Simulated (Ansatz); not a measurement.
Basis-set extrapolation for `Cc1ccc(F)cc1` (PBE0-D4/def2-TZVP geometry, frozen core, the Gaussian-basis code of Ansatz). Multiplicity 1, RHF reference.

|  | def2-TZVPP | def2-QZVPP |
| --- | --- | --- |
| HF | -368.732784 | -368.748301 |
| MP2 correlation | -1.361154 | -1.455729 |
| CCSD(T) correlation | -1.457368 | not run |

Energies in hartree. Use E(X) = E(∞) + A·exp(−7.88·√X) for Hartree–Fock and E(X) = E(∞) + B·X^(−2.97) for correlation, with X = 3 and 4, and add CCSD(T) minus MP2 of the smaller set to the MP2 limit.

Question: What is the CCSD(T) energy at the basis-set limit?

Answer: HF limit: -368.748301 + (-0.015517) × 0.13774 = -368.75044. MP2 limit: -1.455729 + (-0.094575) × 0.74074 = -1.52578. Higher-order term: -1.457368 − (-1.361154) = -0.09621. Total: -370.37243 hartree, 4.96 eV below CCSD(T)/def2-TZVPP.
